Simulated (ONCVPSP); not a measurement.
PBE ONCV dataset for P (Z = 15), non-relativistic all-electron reference.

```
Element                 : phosphorus
Generator               : ONCVPSP 4.0.1
Type                    : optimised norm-conserving Vanderbilt (ONCV)
Functional              : PBE
Relativity              : non-relativistic
Frozen core             : [Ne]
Valence charge          : 5
Reference configuration : 3s2 3p3
Partial waves           : 3s: rc 1.35 bohr, ncon 4, nbas 7, qcut 4.5 1/bohr, 1 projector; 3p: rc 1.75 bohr, ncon 4, nbas 8, qcut 4.4 1/bohr, 1 projector; d scattering state at 0.39 Ha: rc 1.35 bohr, ncon 4, nbas 7, qcut 6.5 1/bohr, 2 projectors, debl 0.3 Ha
Local potential         : polynomial inside 1.15 bohr (lpopt 2, dvloc0 1 Ha)
Core correction         : none
```

(1) Estimate the cutoffs (Ha) at which the residual kinetic energy of the hardest occupied pseudo-wave falls to 1 and 0.1 mHa per electron.

(2) Does the potential have ghost states?

(3) Which valence shell sets the plane-wave cutoff?

(4) Tests: 3s2 3p2; 3s2 3p1; 3s2 3p0; 3s1 3p4. Which has the largest error in its energy relative to the reference configuration, and how large is it?

## Answers

(1) 9.8 Ha and 39 Ha.

(2) No bound ghost flagged; GHOST(+) flags only above 600 eV.

(3) 3s: 10 Ha for 1 mHa per electron, against 4 Ha for 3p.

(4) 3s2 3p0, with +53 meV (all-electron minus pseudo) on +58.65 eV.
